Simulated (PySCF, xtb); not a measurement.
Zn(Me)(OSiH3) (CH6OSiZn), SMILES [CH3][Zn][O][SiH3].

GFN2-xTB (xtb) at its own geometry gives an orbital gap of 3.92 eV and a dipole moment of 3.52 D.

Coordinates come from a PBE-D3(BJ)/def2-SVP optimisation. The structure was generated by enumeration; whether it is a known compound was not checked. The values are those of a single conformer.

Q: What does r2SCAN/def2-TZVP (PySCF) give? (An estimate is asked for; the answer gives what the named calculation found.)

A: gap 5.85 eV (levels -6.96 and -1.11 eV), dipole 2.44 D.
